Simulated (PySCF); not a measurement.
PySCF 2.14 output of an unrestricted LDA calculation on a single atom or ion in aug-cc-pVDZ-PP with ECP10MDF, with a scalar-relativistic core potential:

```
SCF conv_tol = 1e-09
number electrons alpha = 14  beta = 10
    P. A. M. Dirac.,  Math. Proc. Cambridge Philos. Soc. 26, 376 (1930)
    F. Bloch.,  Z. Phys. 57, 545 (1929)
    S. H. Vosko, L. Wilk, and M. Nusair.,  Can. J. Phys. 58, 1200 (1980)
cycle= 1 E= -371.915345306279  delta_E= -0.0127  |g|= 0.0568  |ddm|= 0.647
cycle= 2 E= -371.915920540169  delta_E= -0.000575  |g|= 0.0213  |ddm|= 0.0548
cycle= 3 E= -371.916022858266  delta_E= -0.000102  |g|= 0.00219  |ddm|= 0.0414
cycle= 4 E= -371.916026224545  delta_E= -3.37e-06  |g|= 7.52e-05  |ddm|= 0.0127
cycle= 5 E= -371.916026229393  delta_E= -4.85e-09  |g|= 1.41e-06  |ddm|= 0.000479
cycle= 6 E= -371.916026229397  delta_E= -3.87e-12  |g|= 9.6e-08  |ddm|= 1.06e-05
converged SCF energy = -371.916026229397  <S^2> = 6.0015078  2S+1 = 5.0006031
```

The run itself started from symmetry-adapted Hartree-Fock orbitals and held the occupation by maximum overlap, on a logarithmic radial grid, so the iterations belong to that start.

Q: Which element, charge and spin multiplicity is this?

A: Se (selenium, neutral), multiplicity 5; the state was [Ar] 3d10 4s1 4p4 5s1, high-spin 5P determinant (an excited configuration).

Energies and moments cover only the electrons outside the core potential. The outer electron is Rydberg-like, and this basis confines it to a smaller radius and binds it less than a complete one would.
